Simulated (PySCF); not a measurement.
SMILES c1(ccc(cc1)[SiH3])C#N (C7H7NSi), GFN2-xTB optimised geometry.

```
16

N      3.86     0.03     0.00
C      2.71     0.02     0.00
C      1.30     0.01     0.00
C      0.61    -1.20     0.00
C     -0.77    -1.20     0.00
C     -1.50    -0.02     0.00
Si    -3.39    -0.01    -0.02
C     -0.79     1.18     0.00
C      0.59     1.21     0.00
H      1.16    -2.13     0.00
H     -1.30    -2.15     0.00
H     -3.84     0.46    -1.33
H     -3.86     0.90     1.03
H     -3.86    -1.37     0.23
H     -1.34     2.12     0.00
H      1.13     2.15     0.00
```

Density from PBE/def2-TZVP (PySCF) at that geometry.

Minimum of the electron density along straight lines between bonded atoms, close to the bond critical point (lines longer than 1.1 times the sum of covalent radii, or with two minima, are not listed):

```tsv
bond	length / Å	ρ at the minimum / e bohr⁻³	∇²ρ there / e bohr⁻⁵	position (fraction from the first atom)
N1–C2	1.147	0.499	-0.21	0.65
C2–C3	1.413	0.293	-0.84	0.53
C3–C4	1.395	0.311	-0.88	0.51
C4–C5	1.381	0.321	-0.93	0.50
C5–C6	1.393	0.312	-0.88	0.50
C6–Si7	1.891	0.116	0.18	0.61
C6–C8	1.394	0.312	-0.88	0.50
C3–C9	1.396	0.311	-0.88	0.51
C8–C9	1.380	0.321	-0.93	0.50
C4–H10	1.081	0.287	-1.01	0.65
C5–H11	1.081	0.286	-1.01	0.65
Si7–H12	1.465	0.124	0.16	0.50
Si7–H13	1.464	0.124	0.17	0.50
Si7–H14	1.463	0.124	0.17	0.50
C8–H15	1.081	0.286	-1.00	0.64
C9–H16	1.081	0.287	-1.01	0.65
```
